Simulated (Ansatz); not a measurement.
Consider the ligand exchange at the Si–O bond: `CO[SiH](N)O[SiH3]` + `O[SiH](O)[SiH3]` → `O[SiH]([SiH3])O[SiH3]` + `CO[SiH](N)O`.

Isolated molecules relaxed with PBE0-D4/def2-TZVP in Ansatz; ΔE leaves out vibrations. CCSD(T)/CBS is the MP2 limit (def2-TZVPP, def2-QZVPP) plus CCSD(T) − MP2 in def2-TZVPP, frozen cores. This one scheme is used for every species. DFT in def2-TZVPP. Each species was taken in one conformer, which may not be the lowest.

```
                species  r2SCAN energy (Eh)
    `CO[SiH](N)O[SiH3]`          -827.81458
      `O[SiH](O)[SiH3]`          -733.09368
`O[SiH]([SiH3])O[SiH3]`         -1023.80630
          `CO[SiH](N)O`          -537.10046
```

(1) Work out ΔE.

Largest T1 diagnostic among the species: 0.013.

## Answers

(1) ΔE = (-1023.80630) + (-537.10046) − (-827.81458) − (-733.09368) = 0.00150 Eh = +0.04 eV. CCSD(T)/CBS gives +0.05 eV.
